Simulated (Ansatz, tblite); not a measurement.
Removing and adding an electron: GeI₂ (the lowest singlet isomer of a short search). Charge 0, multiplicity 1. Geometry: B3LYP-D4/def2-TZVP. Ansatz, gas phase; energy differences of separate SCF runs; the oxidised species was run as a doublet alone; the reduced species was run as a doublet alone.

```xyz
3

Ge    0.496   -0.912   -0.281
I    -0.190    1.079   -1.779
I    -0.306   -0.167    2.059
```

In the def2 sets I takes a core potential; there is no spin–orbit coupling. The xTB rows come from tblite. HOMO above LUMO, or a gap near zero within one spin, warns that the state may not be the lowest or that an electron is smeared out. The structure comes from a short search, and lower isomers may exist.

| level | −HOMO (eV) | vertical IE (eV) | −LUMO (eV) | vertical EA (eV) | HOMO–LUMO gap (eV) | IE − EA (eV) | remarks |
| --- | --- | --- | --- | --- | --- | --- | --- |
| GFN1-xTB | 9.57 | 12.92 | 7.49 | – | 2.09 | – | – |
| GFN2-xTB | 11.40 | 14.54 | 8.20 | 4.81 | 3.20 | 9.73 | – |
| PBE-D4/def2-TZVP | 6.33 | 8.92 | 4.02 | – | 2.32 | – | gap within one spin near zero (+1 doublet) |
| PBE-D4/def2-TZVPD | 6.36 | – | 4.04 | 1.64 | 2.32 | – | HOMO above zero (-1 doublet) |
| r2SCAN-D4/def2-TZVP | 6.60 | 9.06 | 4.04 | – | 2.56 | – | – |
| r2SCAN-D4/def2-TZVPD | 6.61 | – | 4.05 | 1.83 | 2.56 | – | HOMO above zero (-1 doublet) |
| PBE0-D4/def2-TZVP | 7.31 | 9.13 | 3.39 | – | 3.92 | – | – |
| PBE0-D4/def2-TZVPD | 7.33 | – | 3.41 | 1.82 | 3.92 | – | – |

   A HOMO above zero means that the electron is unbound at that level or that self-interaction error raises the level; the energy of removing that electron tells which. Raw xTB energy differences between charge states are shifted by several eV; the methods need an empirical correction for them.
